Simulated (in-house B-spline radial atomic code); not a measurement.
Radial electron density of Si⁶⁺, [He] 2s2 2p4. Level of theory: Dirac-Kohn-Sham PBE0, spherical fractional occupations, Fermi nucleus of rms radius 3.1224 fm; calculated with a radial B-spline atomic code at the basis-set limit.

Caution: exact exchange at fractional occupations of open shells leaves self-interaction of up to several eV.

Columns: r (bohr), 4πr²n(r) (electrons per bohr), bar.

```
 0.00416   0.3557 #
 0.00484   0.4716 #
 0.00564   0.6252 ##
 0.00657   0.8252 ##
 0.00765    1.084 ###
 0.00892     1.42 ####
  0.0104    1.848 #####
  0.0121    2.382 #######
  0.0141    3.054 ########
  0.0164    3.868 ###########
  0.0191    4.857 ##############
  0.0223    6.045 #################
  0.0259    7.363 ####################
  0.0302    8.867 #########################
  0.0352    10.47 #############################
   0.041    12.07 ##################################
  0.0478    13.57 ######################################
  0.0557     14.8 #########################################
  0.0648    15.59 ###########################################
  0.0755    15.81 ############################################
   0.088    15.36 ###########################################
   0.102    14.32 ########################################
   0.119    12.74 ###################################
   0.139    10.98 ###############################
   0.162    9.473 ##########################
   0.189    8.576 ########################
    0.22    8.522 ########################
   0.256    9.237 ##########################
   0.298    10.38 #############################
   0.347    11.39 ################################
   0.405     11.7 #################################
   0.471    10.98 ###############################
   0.549    9.231 ##########################
    0.64    6.851 ###################
   0.745    4.441 ############
   0.868    2.456 #######
    1.01    1.146 ###
    1.18   0.4259 #
    1.37    0.131 
     1.6  0.02917 
    1.86 0.004984
```

On this grid the curve has 2 maxima, near 0.0755, 0.405 bohr.

The 2p1/2 radial function P(r) = rR(r), positive near the nucleus, with its small component Q(r) (sign convention: Q ≈ (P' + κP/r)/2c):

```json
{"r (bohr)": "0.00357", "P": "0.001397", "Q": "0.003668"}
{"r (bohr)": "0.00484", "P": "0.002451", "Q": "0.004907"}
{"r (bohr)": "0.00657", "P": "0.004334", "Q": "0.006544"}
{"r (bohr)": "0.00892", "P": "0.007684", "Q": "0.008678"}
{"r (bohr)": "0.0121", "P": "0.01359", "Q": "0.01141"}
{"r (bohr)": "0.0164", "P": "0.02392", "Q": "0.01484"}
{"r (bohr)": "0.0223", "P": "0.04203", "Q": "0.01908"}
{"r (bohr)": "0.0302", "P": "0.07245", "Q": "0.02399"}
{"r (bohr)": "0.041", "P": "0.1233", "Q": "0.02946"}
{"r (bohr)": "0.0557", "P": "0.2053", "Q": "0.03498"}
{"r (bohr)": "0.0755", "P": "0.3299", "Q": "0.03965"}
{"r (bohr)": "0.102", "P": "0.5061", "Q": "0.04229"}
{"r (bohr)": "0.139", "P": "0.7436", "Q": "0.04159"}
{"r (bohr)": "0.189", "P": "1.013", "Q": "0.03649"}
{"r (bohr)": "0.256", "P": "1.256", "Q": "0.02739"}
{"r (bohr)": "0.347", "P": "1.385", "Q": "0.01593"}
{"r (bohr)": "0.471", "P": "1.312", "Q": "0.005372"}
{"r (bohr)": "0.64", "P": "1.02", "Q": "-0.001185"}
{"r (bohr)": "0.868", "P": "0.6153", "Q": "-0.002988"}
{"r (bohr)": "1.18", "P": "0.2635", "Q": "-0.001984"}
{"r (bohr)": "1.6", "P": "0.0719", "Q": "-0.0006864"}
```
